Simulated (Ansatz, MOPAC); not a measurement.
Reaction (SMILES): Brc1[c-]c[se]c1 → Brc1c[c-][se]c1

Wanted: isomerisation energy (enthalpy at 298 K), in kcal/mol. Set-up: spin-orbit terms left out; dispersion terms only where a functional's name holds one; non-relativistic; six Cartesian d functions in 6-31G* and its kin unless marked 5d. First-principles rows: single points at B3LYP-D3(BJ) geometries (Ansatz, a program for electronic structure), with unscaled harmonic terms from B3LYP/6-31G* (LANL2DZ past Ar) (Ansatz) at its own minima. Semi-empirical rows: MOPAC heats of formation at their own minima for 298 K. Anions need diffuse functions, which STO-3G, LANL2DZ, def2-SVP, cc-pVDZ and Pople sets without + lack. The Hartree-Fock reference of Brc1[c-]c[se]c1, Brc1c[c-][se]c1 is unstable towards a lower, spin-broken solution.

```csv
species,coefficient,"E at HF/6-31G* (Ansatz), Eh","E at B3LYP/def2-TZVPD (Ansatz), Eh","H(298 K) - E, kcal/mol","heat of formation at PM6 (MOPAC), kcal/mol"
Brc1[c-]c[se]c1,-1,-5124.18769,-5129.42241,30.09,35.12
Brc1c[c-][se]c1,+1,-5124.20365,-5129.43038,30.29,29.14
```

 1 Eh = 627.5095 kcal/mol.

Task: Work the quantity out at each level.

Result: 
- HF/6-31G*: the sum of coefficient times E is -0.01596 Eh, or -10.02 kcal/mol; the thermal terms add 0.20. Result: -9.8 kcal/mol.
- B3LYP/def2-TZVPD: the sum of coefficient times E is -0.00797 Eh, or -5.00 kcal/mol; the thermal terms add 0.20. Result: -4.8 kcal/mol.
- PM6: the sum of coefficient times heat of formation is -5.98 kcal/mol; it needs no thermal term.
